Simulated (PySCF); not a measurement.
# Computed records: B2H5O2

Calculation on a computer-drawn molecule: optimised geometry and harmonic frequencies of an isolated molecule of the commonest isotopes, restricted reference for singlets and unrestricted otherwise, frozen core in MP2. Program: PySCF 2.14.0.

B2H5O2

Start structure:
```xyz
9
B2H5O2
B      0.9041    -0.1320     0.1522
B      1.7474     1.2589    -0.4821
O      3.1554     1.4175    -0.1833
O      1.3478     2.2254    -1.3800
H      1.3306    -1.1476    -0.3188
H     -0.2869    -0.0038     0.0221
H      1.1027    -0.0834     1.4472
H      3.4071     0.7842     0.4710
H      2.1193     2.8102    -1.5369
```

Here we set charge -1, multiplicity 1, method HF and basis aug-cc-pVDZ.

Results for B2H5O2: rotational constants 9.947, 6.946, 4.231 GHz; total energy -202.1231 hartree; convergence status largest gradient component 8.245e-06 hartree/bohr.

Drawn bonds:
```csv
atom,other atom,order
1,2,1
2,3,1
2,4,1
1,5,1
1,6,1
1,7,1
3,8,1
4,9,1
```

Optimised structure:
```xyz
9
B2H5O2
B      0.9357    -0.1227     0.1502
B      1.8310     1.2114    -0.4899
O      3.0302     1.6704     0.0886
O      1.5034     1.9767    -1.6109
H      0.8392    -1.0393    -0.6892
H     -0.2120     0.2301     0.4856
H      1.5301    -0.5709     1.1664
H      3.2127     1.1294     0.8372
H      2.1572     2.6442    -1.7466
```

Modes:
```csv
frequency (cm⁻¹),reduced mass (dalton)
32.52,1.101
280.3,2.449
387.9,1.522
454.1,3.56
576.5,1.181
641.9,1.126
679.9,3.703
794,1.491
860.7,2.45
1041,2.129
1088,1.517
1169,1.259
1214,1.129
1218,1.056
1288,2.489
1369,2.563
2187,1.088
2280,1.1
2313,1.048
4145,1.065
4200,1.066
```
